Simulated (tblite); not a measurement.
Compound: C4H7OS2 (doublet state).
Cartesian coordinates in Å at the GFN2-xTB level; atoms count from 1:
```xyz
14
C4H7OS2 angstrom
C      3.6246    0.3842    0.2386
C      2.3762    0.2021    0.1447
S      1.1823    1.3437   -0.7494
C     -0.2817    0.2877   -0.8005
S     -0.9375   -0.0827    0.9175
C     -2.5199   -0.8075    0.3030
O     -0.1401   -1.2199    1.3794
H      4.4578    0.9906   -0.0038
H      1.7928   -0.5936    0.5767
H     -1.0396    0.8498   -1.3380
H     -0.0557   -0.6548   -1.2965
H     -3.1019   -0.0281   -0.1750
H     -2.3060   -1.6176   -0.3854
H     -3.0520   -1.1937    1.1664
```

Level: GFN2-xTB in tblite, geometry and Hessian alike; calculated harmonic values, unscaled, isolated species. This tight-binding method is rough: wavenumbers can miss measured ones by several per cent, in bad cases by 10 to 20. One conformer, not necessarily the lowest. Open shells enter through the occupations alone, without spin polarisation, and single modes of such species can be off by tens of per cent.

Harmonic wavenumbers (cm⁻¹): 27.6, 76.0, 117.8, 141.4, 156.2, 176.0, 242.5, 299.8, 336.0, 353.5, 458.3, 553.7, 611.7, 644.7, 669.3, 725.5, 779.8, 855.4, 880.4, 884.4, 1036.6, 1106.8, 1114.1, 1141.5, 1286.8, 1361.9, 1433.2, 1453.2, 1732.0, 2980.2, 3031.4, 3053.5, 3058.8, 3064.3, 3074.5, 3269.5.

A = 3758, B = 1058, C = 875.3 MHz; mass 134.994 u (most abundant isotopes); point group C1, symmetry number 1; spin multiplicity 2.

**Question.** What is the zero-point energy?

**Answer.** ½Σν̃ = 21094 cm⁻¹ = 252.34 kJ/mol.

**Question.** Give the ideal-gas entropy at 200 K and 1 bar in the rigid-rotor, harmonic-oscillator model (classical rotation).

**Answer.** Translation 161.73, rotation 116.00, vibration 86.10, spin (R ln 2) 5.76: S = 369.6 J/(mol K).

**Question.** And Cp and H(200 K) − H(0)?

**Answer.** Cp = 118.86 J/(mol K), of which vibrations give 85.60 (their classical limit is 36 R = 299.3); H(200 K) − H(0) = 15.72 kJ/mol without the zero-point energy, 9.06 from vibrations.

**Question.** Which modes carry the vibrational entropy at 200 K?

**Answer.** 27.6 cm⁻¹: 21.77; 76.0 cm⁻¹: 13.44; 117.8 cm⁻¹: 9.94; 141.4 cm⁻¹: 8.52; 156.2 cm⁻¹: 7.77; 176.0 cm⁻¹: 6.89 J/(mol K); the other 30 give 17.78 together.

**Question.** Blend soft modes into free rotors: weight 1/[1 + (100 cm⁻¹/ν̃)⁴] for the oscillator and the rest for a rotor with moment μB/(μ + B), μ = h/(8π²ν), B = 10⁻⁴⁴ kg m². What vibrational entropy results?

**Answer.** 78.77 J/(mol K) in place of 86.10, which changes −T·S at 200 K by +1.47 kJ/mol.

Hindered rotation and anharmonicity are outside this model. Other conformers, if any are populated, would add a mixing term that is left out. The structure is chiral; the term R ln 2 for an equal mix with its mirror image is left out.
